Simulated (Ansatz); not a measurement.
Consider the ligand exchange at the Si–C bond: `C[SiH2]C(F)BF` + `OC(F)F` → `C[SiH2]OC(F)F` + `FBCF`.

Program: Ansatz. Geometries: PBE0-D4/def2-TZVP. ΔE: electronic, gas phase. CBS: MP2 limit from def2 TZ/QZ plus the TZ coupled-cluster correction, frozen cores. Functionals use def2-TZVPP. One conformer a species, not always the lowest.

```
             level  ΔE (kcal/mol)
           ωB97X-V          -21.6
            B2PLYP          -22.8
              PBE0          -20.0
SCS-MP2/def2-TZVPP          -23.2
     HF/def2-QZVPP          -27.5
      HF/CBS(def2)          -27.5
     MP2/CBS(def2)          -22.5
    CCSD/CBS(def2)          -22.7
```

(1) What does CCSD(T)/CBS give? (Estimate.)

Largest T1 diagnostic among the species: 0.012.

Answers

(1) Ansatz gave: -21.9 kcal/mol. The listed levels differ from it by 0.3, -0.9, 1.9, -1.3, -5.6, -5.6, -0.6, -0.8 kcal/mol.

From PBE to PBE0 (25 % exact exchange), in def2-TZVPP and without D4, ΔE moves by −1.4 kcal/mol. In def2-TZVPP, CCSD(T) changes the Hartree–Fock value by +5.3 kcal/mol (the triples alone add +0.8 kcal/mol) and MP2 by +4.7 kcal/mol.
